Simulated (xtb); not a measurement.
silene (CH$_{4}$Si), singlet, from a rough starting geometry; xtb with GFN2-xTB.

Input for xtb:
```
$ xtb mol.xyz --gfn 2 --opt vtight --json

# file mol.xyz
6

C     -0.90890119    -0.08892568    -0.03071236
Si     0.81043085     0.02248927    -0.00084765
H     -1.56859760     0.83715876    -0.03394538
H     -1.52278612    -0.97390561     0.00071045
H      1.63421331    -1.11121076     0.13388329
H      1.53469117     1.32974181     0.00066252
```

The log (banner, timings and long lists left out):

```
   ID    Z sym.   atoms
    1    6 C      1
    2   14 Si     2
    3    1 H      3-6

           -------------------------------------------------
          |                Calculation Setup                |
           -------------------------------------------------

           -------------------------------------------------
          |                 G F N 2 - x T B                 |
           -------------------------------------------------

          ...................................................
          :                      SETUP                      :
          :.................................................:
          :  # basis functions                  18          :
          :  # atomic orbitals                  17          :
          :  # shells                            9          :
          :  # electrons                        12          :
          :  max. iterations                   250          :
          :  Hamiltonian                  GFN2-xTB          :
          :  restarted?                      false          :
          :  GBSA solvation                  false          :
          :  PC potential                    false          :
          :  electronic temp.          300.0000000     K    :
          :  accuracy                    1.0000000          :
          :  -> integral cutoff          0.2500000E+02      :
          :  -> integral neglect         0.1000000E-07      :
          :  -> SCF convergence          0.1000000E-05 Eh   :
          :  -> wf. convergence          0.1000000E-03 e    :
          :  Broyden damping             0.4000000          :
          :  net charge                          0          :
          :  unpaired electrons                  0          :
          ...................................................

 iter      E             dE          RMSdq      gap      omega  full diag
   1     -5.8670865 -0.586709E+01  0.953E+00    3.12       0.0  T
   2     -5.8723048 -0.521839E-02  0.697E+00    2.42       1.0  T
   3     -5.8647586  0.754623E-02  0.666E+00    3.46       1.0  T
   4     -5.9197500 -0.549914E-01  0.187E+00    2.93       1.0  T
   5     -5.9229922 -0.324214E-02  0.763E-01    2.77       1.0  T
   6     -5.9234384 -0.446230E-03  0.498E-01    2.83       1.0  T
   7     -5.9234718 -0.333921E-04  0.979E-02    2.82       1.0  T
   8     -5.9234778 -0.598965E-05  0.275E-02    2.82       1.5  T
   9     -5.9234771  0.747784E-06  0.255E-02    2.82       1.6  T
[...]
         :: total energy              -5.830849174532 Eh    ::
 * total energy  :    -5.8308492 Eh     change       -0.4363176E-10 Eh
 * total energy  :    -5.8344994 Eh     change       -0.3650194E-02 Eh
 * total energy  :    -5.8337797 Eh     change        0.7197147E-03 Eh
 * total energy  :    -5.8354161 Eh     change       -0.1636495E-02 Eh
 * total energy  :    -5.8354641 Eh     change       -0.4791501E-04 Eh
 * total energy  :    -5.8354759 Eh     change       -0.1183268E-04 Eh
 * total energy  :    -5.8354775 Eh     change       -0.1602302E-05 Eh
 * total energy  :    -5.8354779 Eh     change       -0.3692738E-06 Eh
 * total energy  :    -5.8354779 Eh     change       -0.8048389E-07 Eh
   *** GEOMETRY OPTIMIZATION CONVERGED AFTER 9 ITERATIONS ***
         :: total energy              -5.835477948302 Eh    ::
[...]
      -------------------------------------------------------------
                  HL-Gap            0.1012392 Eh            2.7549 eV
             Fermi-level           -0.2690449 Eh           -7.3211 eV

     #   Z          covCN         q      C6AA      α(0)
     1   6 C        2.738    -0.260    35.064     9.695
     2  14 Si       2.726     0.366   180.816    29.531
     3   1 H        0.926     0.043     2.413     2.429
     4   1 H        0.926     0.043     2.413     2.429
     5   1 H        0.920    -0.096     5.416     3.640
     6   1 H        0.920    -0.096     5.417     3.640

 Mol. C6AA /au·bohr⁶  :        720.711973
 Mol. C8AA /au·bohr⁸  :      29223.101987
 Mol. α(0) /au        :         51.364929

Wiberg/Mayer (AO) data.
largest (>0.10) Wiberg bond orders for each atom

 ---------------------------------------------------------------------------
     #   Z sym  total        # sym  WBO       # sym  WBO       # sym  WBO
 ---------------------------------------------------------------------------
     1   6 C    3.910 --     2 Si   1.906     4 H    0.958     3 H    0.958
     2  14 Si   3.771 --     1 C    1.906     5 H    0.894     6 H    0.894
     3   1 H    0.998 --     1 C    0.958
     4   1 H    0.998 --     1 C    0.958
     5   1 H    0.991 --     2 Si   0.894
     6   1 H    0.991 --     2 Si   0.894
 ---------------------------------------------------------------------------

Topologies differ in total number of bonds
Writing topology from bond orders to xtbtopo.mol

molecular dipole:
                 x           y           z       tot (Debye)
 q only:        0.183       0.009       0.005
   full:        0.683       0.036       0.019       1.738
molecular quadrupole (traceless):
                xx          xy          yy          xz          yz          zz
 q only:       -0.739      -0.030      -0.179      -0.041       0.046       0.918
  q+dip:        2.625       0.162      -0.336       0.159      -0.076      -2.289
   full:        0.123       0.010       0.029       0.031      -0.006      -0.152

optimized geometry written to: xtbopt.xyz

           -------------------------------------------------
          | TOTAL ENERGY               -5.835477948302 Eh   |
          | GRADIENT NORM               0.000066567490 Eh/α |
          | HOMO-LUMO GAP               2.754859710974 eV   |
           -------------------------------------------------

normal termination of xtb
```
